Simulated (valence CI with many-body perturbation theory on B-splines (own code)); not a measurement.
E1 transitions of C+

Calculated by relativistic CI+MBPT: three valence electrons over a frozen Dirac-Fock core [He], a basis of 11 s, 11 p, 10 d, 8 f, 5 g, 2 h functions for each j, with the one-electron correlation potential Σ1, the two-electron term Σ2, the three-electron term Σ3, Breit, model QED; selected CI, second order for the rest, scaled by the run's own slope (own B-spline code, finite nucleus).

Against 29 measured levels this calculation errs by 67 cm⁻¹ on average and by 148 at most. These come from a selection out of the NIST Handbook of Basic Atomic Spectroscopic Data. Levels without a partner in it may be off by more.

Lines 1 to 50 of 513 in falling wavelength, among levels below 186677 cm⁻¹, chosen from the strongest by gf and those to the six lowest levels. Wavelengths and rates use the calculated energies, so an error of 70 cm⁻¹ moves a line at 1996 nm by 1.4 % and its rate by three times that or more. Electric multipoles are in the length gauge, E1 and E2 with the static RPA response of the core. Weak lines are less certain than strong ones. Lines between different terms over intervals too small for the method are left out, as are lines whose strength nearly cancels. The highest levels of a list are the least certain.

Names give the largest LS component (configuration and term), which can be under half, so a name can repeat, a term be missing and a line seem to break the LS rules; names also repeat where a configuration has a term twice.

| λ vac (nm) | λ from measured levels | Upper | Lower | A (s⁻¹) | log gf | Branch % |
| --- | --- | --- | --- | --- | --- | --- |
| 4909 |  | 2s²5p ²P°_1/2 | 2s²5s ²S_1/2 | 7.46e+05 | -0.27 | 0.4 |
| 4894 |  | 2s²5p ²P°_3/2 | 2s²5s ²S_1/2 | 7.57e+05 | 0.04 | 0.4 |
| 4891 |  | 2s2p3p ⁴P_3/2 | 2s²6f ²F°_5/2 | 1.23e+00 | -5.75 | 0.0 |
| 4838 |  | 2s2p3p ⁴P_5/2 | 2s²6f ²F°_7/2 | 1.29e+01 | -4.57 | 0.0 |
| 4838 |  | 2s2p3p ⁴P_5/2 | 2s²6f ²F°_5/2 | 6.45e-01 | -5.87 | 0.0 |
| 4295 |  | 2s²6f ²F°_5/2 | 2s2p3p ²P_3/2 | 7.17e+00 | -4.92 | 0.0 |
| 3782 |  | 2s²6f ²F°_7/2 | 2s2p3p ⁴D_5/2 | 2.12e+00 | -5.44 | 0.0 |
| 3745 |  | 2s²7p ²P°_1/2 | 2s²6d ²D_3/2 | 2.71e+06 | 0.06 | 11.6 |
| 3744 |  | 2s²7p ²P°_3/2 | 2s²6d ²D_5/2 | 2.44e+06 | 0.31 | 10.4 |
| 3743 |  | 2s²7p ²P°_3/2 | 2s²6d ²D_3/2 | 2.71e+05 | -0.64 | 1.2 |
| 3647 |  | 2s²7s ²S_1/2 | 2s²6p ²P°_3/2 | 4.77e+06 | 0.28 | 6.0 |
| 3643 |  | 2s²7s ²S_1/2 | 2s²6p ²P°_1/2 | 2.39e+06 | -0.02 | 3.0 |
| 3255 |  | 2s2p3p ²P_3/2 | 2s²5f ²F°_5/2 | 4.90e+00 | -5.51 | 0.0 |
| 3218 |  | 2s²5d ²D_3/2 | 2s²5p ²P°_3/2 | 5.69e+05 | -0.45 | 0.1 |
| 3217 |  | 2s²5d ²D_5/2 | 2s²5p ²P°_3/2 | 3.42e+06 | 0.50 | 0.4 |
| 3211 |  | 2s²5d ²D_3/2 | 2s²5p ²P°_1/2 | 2.84e+06 | 0.25 | 0.4 |
| 2971 |  | 2s²6s ²S_1/2 | 2s2p3s ²P°_3/2 | 3.48e+06 | -0.04 | 2.5 |
| 2953 |  | 2s²6s ²S_1/2 | 2s2p3s ²P°_1/2 | 1.77e+06 | -0.33 | 1.3 |
| 2915 |  | 2s2p3p ⁴P_1/2 | 2s²6p ²P°_3/2 | 3.31e+01 | -5.07 | 0.0 |
| 2912 |  | 2s2p3p ⁴P_1/2 | 2s²6p ²P°_1/2 | 1.47e+01 | -5.43 | 0.0 |
| 2898 |  | 2s2p3p ⁴P_3/2 | 2s²6p ²P°_1/2 | 2.53e+00 | -5.89 | 0.0 |
| 2882 |  | 2s2p3p ⁴P_5/2 | 2s²6p ²P°_3/2 | 2.85e+01 | -4.67 | 0.0 |
| 2620 |  | 2s2p3p ⁴D_1/2 | 2s2p3s ²P°_3/2 | 3.66e+02 | -4.12 | 0.0 |
| 2610 |  | 2s2p3p ⁴D_3/2 | 2s2p3s ²P°_3/2 | 5.44e+02 | -3.65 | 0.0 |
| 2607 |  | 2s2p3p ⁴D_1/2 | 2s2p3s ²P°_1/2 | 7.38e+02 | -3.82 | 0.0 |
| 2597 |  | 2s2p3p ⁴D_3/2 | 2s2p3s ²P°_1/2 | 1.28e+02 | -4.28 | 0.0 |
| 2408 |  | 2s2p3p ²P_1/2 | 2s2p3s ²P°_3/2 | 1.50e+05 | -1.58 | 0.0 |
| 2397 |  | 2s2p3p ²P_1/2 | 2s2p3s ²P°_1/2 | 2.99e+05 | -1.29 | 0.1 |
| 2397 |  | 2s2p3p ²P_3/2 | 2s2p3s ²P°_3/2 | 3.79e+05 | -0.88 | 0.1 |
| 2386 |  | 2s2p3p ²P_3/2 | 2s2p3s ²P°_1/2 | 7.57e+04 | -1.59 | 0.0 |
| 2242 |  | 2s²5s ²S_1/2 | 2p³ ²P°_3/2 | 1.29e+06 | -0.71 | 0.5 |
| 2232 |  | 2s²5s ²S_1/2 | 2p³ ²P°_1/2 | 6.57e+05 | -1.01 | 0.3 |
| 2224 |  | 2s²6p ²P°_1/2 | 2s²5d ²D_3/2 | 5.47e+06 | -0.09 | 16.2 |
| 2222 |  | 2s²6p ²P°_3/2 | 2s²5d ²D_5/2 | 4.92e+06 | 0.16 | 14.5 |
| 2222 |  | 2s²6p ²P°_3/2 | 2s²5d ²D_3/2 | 5.46e+05 | -0.79 | 1.6 |
| 2206 |  | 2s2p3s ²P°_1/2 | 2s²5s ²S_1/2 | 4.01e+06 | -0.23 | 2.3 |
| 2196 |  | 2s2p3s ²P°_3/2 | 2s²5s ²S_1/2 | 4.01e+06 | 0.06 | 2.3 |
| 2138 |  | 2s²7p ²P°_1/2 | 2s2p3p ²P_3/2 | 3.61e+03 | -3.31 | 0.0 |
| 2137 |  | 2s²7p ²P°_3/2 | 2s2p3p ²P_3/2 | 8.95e+03 | -2.61 | 0.0 |
| 2129 |  | 2s²7p ²P°_1/2 | 2s2p3p ²P_1/2 | 6.99e+03 | -3.02 | 0.0 |
| 2128 |  | 2s²7p ²P°_3/2 | 2s2p3p ²P_1/2 | 1.92e+03 | -3.28 | 0.0 |
| 1996 | 2036 | 2p³ ²D°_5/2 | 2s²3d ²D_5/2 | 6.55e+01 | -4.63 | 0.0 |
| 1995 | 2036 | 2p³ ²D°_5/2 | 2s²3d ²D_3/2 | 4.46e+00 | -5.80 | 0.0 |
| 1993 | 2034 | 2p³ ²D°_3/2 | 2s²3d ²D_5/2 | 9.34e+00 | -5.65 | 0.0 |
| 1992 | 2034 | 2p³ ²D°_3/2 | 2s²3d ²D_3/2 | 6.13e+01 | -4.84 | 0.0 |
| 1992 |  | 2s²7p ²P°_3/2 | 2s2p3p ⁴D_3/2 | 2.26e+01 | -5.27 | 0.0 |
| 1987 |  | 2s²7p ²P°_1/2 | 2s2p3p ⁴D_1/2 | 2.88e+01 | -5.47 | 0.0 |
| 1986 |  | 2s²7p ²P°_3/2 | 2s2p3p ⁴D_1/2 | 7.38e+00 | -5.76 | 0.0 |
| 1969 |  | 2s²6d ²D_3/2 | 2s²5f ²F°_5/2 | 1.19e+06 | -0.56 | 0.2 |
| 1968 |  | 2s²6d ²D_5/2 | 2s²5f ²F°_5/2 | 5.68e+04 | -1.70 | 0.0 |

Task: How does gf follow from A for the line at 3643 nm?

Result: gf = 1.4992 × (2J+1)_upper × A / σ², with σ = 2745 cm⁻¹ and 2J+1 = 2: gf = 0.949.
